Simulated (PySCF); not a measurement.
Compound: (F)3Zr-S-SiH3 (singlet state).
Bonds: Zr1–F2, Zr1–F3, Zr1–F4, Zr1–S5, S5–Si6. Hydrogens: H7, H8, H9 on Si6.

Computed with PBE0-D3(BJ)/def2-SVP geometry optimisation, gas phase, def2 core potentials past Kr (PySCF).

How far are the bound atoms from Zr1?

4 atoms: F4 1.890 Å, F2 1.897 Å, F3 1.898 Å, S5 2.450 Å. The nearest atom not counted as bound is H8, at 2.60 Å.

List the angles at Zr1.

```csv
angle,degrees,distance of the outer atoms (Å)
F2–Zr1–S5,112.9,3.63
F3–Zr1–S5,112.7,3.63
F2–Zr1–F3,111.5,3.14
F3–Zr1–F4,108.1,3.07
F2–Zr1–F4,106.9,3.04
F4–Zr1–S5,104.3,3.45
```

What is the shape at Zr1?

Distorted tetrahedral: angles from 104.3° to 112.9°; τ4 = (360° − α − β)/141° = 0.95 with α and β the two widest (0 for a square, 1 for a tetrahedron).

What are the other bond lengths?

S5–Si6 2.135 Å; Si6–H7, Si6–H9 1.488 Å; Si6–H8 1.513 Å.

Give some angles away from the centre.

Zr1–S5–Si6 87.5°.

What are the rotational constants (commonest isotopes, rigid rotor)?

A = 2137, B = 1009, C = 927.9 MHz: an asymmetric top.

Point group: near Cs, missed by 0.13 Å at most; the miss may be what the optimiser left on a soft mode. Charge 0, singlet. PBE0-D3(BJ)/def2-SVP frequencies: not computed here.
